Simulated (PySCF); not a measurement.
H2O2Zn, charge +1, doublet, geometry from GFN2-xTB (such geometries of metal compounds can be far from the true shape) (a state made from the parent by changing its charge; the spin is typed, not shown lowest).

Here is a job for PySCF.
```python
from pyscf import gto, scf, dft

mol = gto.M(
    atom='''
Zn   -0.00002765    0.18410192    0.03416767
O     1.25356735   -0.16406762   -1.10029929
H     1.91681448    0.38180558   -1.56511562
O    -1.25346034   -0.54831822    0.96808683
H    -1.91684092   -0.20577643    1.59778506
''',
    basis='6-31g*',
    charge=1,
    spin=1,
    verbose=4,
)

mf = dft.UKS(mol)
mf.xc = 'wb97m_v'
mf.grids.atom_grid = (99, 590)
mf.grids.prune = None
mf.kernel()
```

### Question
What does this run give for the HOMO energy, total energy, number of basis functions, <S^2>, nuclear repulsion energy, Mulliken (on the basis functions themselves) charges in atom order?

### Answer

```
Item                                                                                                         Value
------------------------------------------------------------------  ----------------------------------------------
HOMO energy                                                                                              -16.10 eV
total energy                                                                                         -1930.2073 Eh
number of basis functions                                                                                       66
<S^2>                                                                                                        0.768
nuclear repulsion energy                                                                               180.9831 Eh
Mulliken (on the basis functions themselves) charges in atom order  Zn1 1.19, O2 -0.61, H3 0.51, O4 -0.61, H5 0.51
```

These values belong to the state on which the SCF converged, which isn't shown to be the lowest.

### Question
Roughly what does it cost on one core?

### Answer
roughly 110 core-seconds.
